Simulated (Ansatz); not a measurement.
Reaction (ligand exchange at the Al–O bond): `[AlH2][O][SiH3]` + `N[SiH2][GeH3]` → `[AlH2][NH][SiH2][GeH3]` + silanol

Program: Ansatz. Geometries: PBE0-D4/def2-TZVP. ΔE: electronic, gas phase. CBS: MP2 limit from def2 TZ/QZ plus the TZ coupled-cluster correction, frozen cores. For Ge outer-core shells are correlated without core-valence functions, which leaves a few kJ/mol of doubt a bond. Scalar relativity is left out up to krypton. Each species was taken in one conformer, which may not be the lowest.

`[AlH2][O][SiH3]`:

```xyz
8

Al    0.267    1.640    0.858
O     0.010    0.167    0.088
Si   -0.206   -1.258   -0.658
H    -0.465    1.892    2.235
H     1.222    2.685    0.159
H    -1.362   -1.171   -1.590
H    -0.476   -2.328    0.340
H     1.009   -1.627   -1.432
```

`N[SiH2][GeH3]`:

Cartesian coordinates in Å:
```
N -1.128 0.175 -1.395
Si -0.766 -0.450 0.169
Ge 1.455 0.185 0.736
H -0.967 1.149 -1.595
H -1.938 -0.162 -1.891
H -0.887 -1.930 0.096
H -1.670 0.001 1.273
H 1.628 1.711 0.602
H 2.489 -0.486 -0.184
H 1.783 -0.194 2.191
```

`[AlH2][NH][SiH2][GeH3]`:

Z-matrix (Å, degrees):
```
Si
N 1 1.730
Ge 1 2.384 2 112.0
H 1 1.487 2 107.2 3 -120.0
H 1 1.492 2 112.0 3 121.4
Al 2 1.784 1 129.1 3 118.4
H 2 1.012 1 114.5 3 -60.1
H 3 1.542 1 110.5 2 56.8
H 3 1.540 1 112.0 2 176.8
H 3 1.540 1 111.0 2 -62.2
H 6 1.583 2 117.4 1 -178.9
H 6 1.580 2 117.9 1 1.1
```

`O[SiH3]`:

Z-matrix (Å, degrees):
```
Si
O 1 1.648
H 1 1.489 2 111.7
H 1 1.489 2 111.7 3 120.9
H 1 1.481 2 105.9 3 -119.6
H 2 0.957 1 117.9 3 -60.5
```

| species | CCSD(T)/CBS(def2) energy (Eh) |
| --- | --- |
| `[AlH2][O][SiH3]` | -609.35237 |
| `N[SiH2][GeH3]` | -2424.12162 |
| `[AlH2][NH][SiH2][GeH3]` | -2666.76326 |
| `O[SiH3]` | -366.69042 |

Q: Work out ΔE.

A: ΔE = (-2666.76326) + (-366.69042) − (-609.35237) − (-2424.12162) = 0.02031 Eh = +53.3 kJ/mol.

Largest T1 diagnostic among the species: 0.012.

Leaving LDA and LC-ωPBE aside and taking each functional with its dispersion term where it has one, the values, not all of them listed here, spread over 15.3 kJ/mol, from revPBE-D4 to BHLYP-D4. In def2-TZVPP, CCSD(T) changes the Hartree–Fock value by −16.7 kJ/mol (the triples alone add −3.2 kJ/mol) and MP2 by −16.2 kJ/mol. The D4 term adds −3.2 kJ/mol with B3LYP and −1.8 kJ/mol with PBE0; it sums over pairs of atoms, weighted by their polarisabilities, and B3LYP, whose exchange is more repulsive, gets the larger term.

B3LYP here is the variant with VWN-RPA as its local correlation; programs differ in this.
